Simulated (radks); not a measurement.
Species: V III. Configuration: [Ar] 3d3. Method: Dirac Kohn-Sham, LDA (Slater exchange, Perdew-Wang correlation), spin-unpolarised, spherical densities, finite nucleus; open shells fill j = l - 1/2 first; Fermi nuclear charge, rms radius 3.6002 fm; computed with a radial shooting solver on a logarithmic mesh with Libxc functionals. Some entries of the table are withheld. Estimate them.

orbital,occ.,eigenvalue (eV),r(max) (bohr)
1s1/2,2,-5366.996,0.04358
2s1/2,2,-617.3634,0.2562
2p1/2,2,-523.8799,(1)
2p3/2,4,-516.7969,(2)
3s1/2,2,-86.4087,0.8202
3p1/2,2,-61.0979,0.8401
3p3/2,4,-60.2583,0.8469
3d3/2,3,(3),(4)
3d5/2,0,(5),(6)

Answer. 
(1) 2p1/2 r(max) (bohr): 0.2065
(2) 2p3/2 r(max) (bohr): 0.2087
(3) 3d3/2 eigenvalue (eV): -21.6058
(4) 3d3/2 r(max) (bohr): 0.8827
(5) 3d5/2 eigenvalue (eV): -21.5340
(6) 3d5/2 r(max) (bohr): 0.8851
